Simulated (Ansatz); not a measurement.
`[CH3][SbH2]` + `[SiH3]`• → `[CH3][SbH]`• + SiH₄  (hydrogen abstraction from the Sb–H bond)

Isolated molecules relaxed with PBE0-D4/def2-TZVP in Ansatz; ΔE leaves out vibrations. CCSD(T)/CBS adds triple-zeta CCSD(T) − MP2 to the extrapolated MP2 energy (def2 sets, frozen cores). This one scheme is used for every species. Functionals use def2-TZVPP. B3LYP here is the variant with VWN-RPA as its local correlation; programs differ in this. Open shells (•) are unrestricted, without spin–orbit coupling. Elements past krypton have def2 core potentials. For Sb outer-core shells are correlated without core-valence functions, which leaves a few kJ/mol of doubt a bond.

| level | ΔE (kJ/mol) | difference from CCSD(T)/CBS |
| --- | --- | --- |
| revPBE-D4 | -95.3 | 10.6 |
| B97M-V | -97.1 | 8.8 |
| B3LYP-D4 | -105.6 | 0.3 |
| r2SCANh-D4 | -100.9 | 5.0 |
| ωB97X-V | -109.3 | -3.4 |
| B2PLYP | -108.7 | -2.8 |
| PBE | -96.3 | 9.6 |
| revPBE | -97.7 | 8.2 |
| PBE0 | -101.1 | 4.8 |
| r2SCANh | -101.2 | 4.7 |
| BHLYP | -113.1 | -7.2 |
| LC-ωPBE | -105.2 | 0.7 |
| RPA@PBE/def2-TZVPP | -100.2 | 5.7 |
| MP2/def2-TZVPP | -107.2 | -1.3 |
| SCS-MP2/def2-TZVPP | -111.2 | -5.3 |
| CCSD(T)/def2-TZVPP | -105.8 | 0.1 |
| CCSD(T)/CBS | -105.9 | 0 |

Q: What do rigid-rotor, harmonic-oscillator terms from PBE0-D4/def2-TZVP frequencies (298.15 K, 1 bar) make of the CCSD(T)/CBS value? (Best estimate.)

A: The calculation gave: ΔZPE = +4.8 kJ/mol, ΔH = -101.6 kJ/mol, ΔS = -11 J/(mol·K), ΔG = -98.3 kJ/mol. Open shells count their whole term as degenerate.

Largest T1 diagnostic among the species: 0.015.

At CCSD(T), def2-SVP lies −3.8 kJ/mol from the extrapolated value and def2-TZVPP +0.1 kJ/mol. From PBE to PBE0 (25 % exact exchange), in def2-TZVPP and without D4, ΔE moves by −4.8 kJ/mol.
